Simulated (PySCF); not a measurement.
Telling isomers of C₄H₉O₂PSi apart by NMR

PySCF 2.14 calculation with structure optimised with GFN2-xTB and shieldings: GIAO PBE0/pcSseg-1; gas phase, averaged over atoms made equivalent by symmetry, fast rotation or ring inversion, no relativistic terms, one computed conformer.

References, each an isolated molecule treated in the same way: $^{1}$H and $^{13}$C against TMS. Splittings of carbon signals by F and P are missing where no couplings were computed. Where no couplings were computed, multiplicities follow the n + 1 count of equivalent neighbours, and m marks all less simple cases (inequivalent or close neighbours, rings, F or P nearby). Shifts are as computed. Against solution values, carbons near 30 ppm lie about +3 ppm off and those near 130 ppm about +5 ppm. Of 1309 compounds with measured shifts, 239 miss one by over three times the rms of a fit or turn the order of signals round; such compounds aren't used in these exercises.

(1) Tabulate the signals of `C=CP([SiH3])C(=O)OC`, `C[C@@H]([SiH2]P)C(=O)C=O`, `COC(=O)/P=C(\C)[SiH3]`, `C=C(O[SiH2]P)C(C)=O`, `CO[C@@H]1C(=O)C[Si@H]1P`, `CC(=O)/C=C/O[SiH2]P` and their relative energies.

(2) What is the quickest way to tell C=C(O[SiH2]P)C(C)=O from CC(=O)/C=C/O[SiH2]P?

(3) What is the quickest way to tell C=CP([SiH3])C(=O)OC from CC(=O)/C=C/O[SiH2]P?

(4) What is the quickest way to tell C[C@@H]([SiH2]P)C(=O)C=O from CO[C@@H]1C(=O)C[Si@H]1P?

Answers

(1) 
```json
{"SMILES": "C=CP([SiH3])C(=O)OC", "carbon types": "1×C 1×CH 1×CH2 1×CH3", "δC": "187.8, 142.4, 132.5, 53.4", "δH": "7.30 (m, 1H), 6.14 (m, 1H), 5.84 (m, 1H), 4.16 (m, 3H), 4.00 (s, 3H)", "E rel. (kcal/mol)": "20.8"}
{"SMILES": "C[C@@H]([SiH2]P)C(=O)C=O", "carbon types": "1×C 2×CH 1×CH3", "δC": "207.7, 200.0, 39.4, 11.7", "δH": "9.39 (s, 1H), 4.92 (m, 1H), 3.99 (m, 1H), 2.83 (m, 1H), 1.55 (d, 3H), 1.24 (m, 2H)", "E rel. (kcal/mol)": "18.3"}
{"SMILES": "COC(=O)/P=C(\\C)[SiH3]", "carbon types": "2×C 2×CH3", "δC": "222.5, 184.3, 53.3, 29.8", "δH": "4.43 (m, 3H), 3.99 (s, 3H), 2.89 (m, 3H)", "E rel. (kcal/mol)": "25.5"}
{"SMILES": "C=C(O[SiH2]P)C(C)=O", "carbon types": "2×C 1×CH2 1×CH3", "δC": "204.9, 158.8, 111.3, 25.7", "δH": "5.70 (br s, 1H), 5.57 (m, 2H), 5.49 (br s, 1H), 2.45 (s, 3H), 1.28 (m, 2H)", "E rel. (kcal/mol)": "0.0"}
{"SMILES": "CO[C@@H]1C(=O)C[Si@H]1P", "carbon types": "1×C 1×CH 1×CH2 1×CH3", "δC": "211.5, 94.2, 63.1, 34.4", "δH": "4.78 (m, 1H), 4.30 (m, 1H), 3.85 (s, 3H), 2.21 (m, 1H), 2.20 (m, 1H), 1.58 (m, 2H)", "E rel. (kcal/mol)": "28.9"}
{"SMILES": "CC(=O)/C=C/O[SiH2]P", "carbon types": "1×C 2×CH 1×CH3", "δC": "197.2, 166.8, 110.3, 33.4", "δH": "7.81 (m, 1H), 5.53 (m, 2H), 5.49 (d, 1H), 2.13 (s, 3H), 1.17 (m, 2H)", "E rel. (kcal/mol)": "0.6"}
```

Energies are electronic energies at PBE0/pcSseg-1 on these geometries, without zero-point or thermal terms, each for the one conformer computed, which needn't be the lowest.

(2) Both give the same number of carbon signals, but DEPT or the intensities differ. The first has a β carbon of a C=C–C=O unit (CH2) at 111.3 ppm, the second an alkene carbon bearing oxygen (CH) at 166.8 ppm. Their most deshielded carbons lie at 204.9 and 197.2 ppm. In the proton spectra the most deshielded non-exchanging signals are 5.70 (br s, 1H) and 7.81 (m, 1H).

(3) Both give the same number of carbon signals, but DEPT or the intensities differ. The first has a terminal =CH2 carbon at 132.5 ppm, the second a β carbon of an enol-ether or enamine type C=C (CH) at 110.3 ppm. Their most deshielded carbons lie at 187.8 and 197.2 ppm. In the proton spectra the most deshielded non-exchanging signals are 7.30 (m, 1H) and 7.81 (m, 1H).

(4) Both give the same number of carbon signals, but DEPT or the intensities differ. The first has an aldehyde carbonyl carbon (CH) at 200.0 ppm, the second an sp3 CH2 bonded to Si, α to a carbonyl at 34.4 ppm. Their most deshielded carbons lie at 207.7 and 211.5 ppm. In the proton spectra the most deshielded non-exchanging signals are 9.39 (s, 1H) and 4.78 (m, 1H).
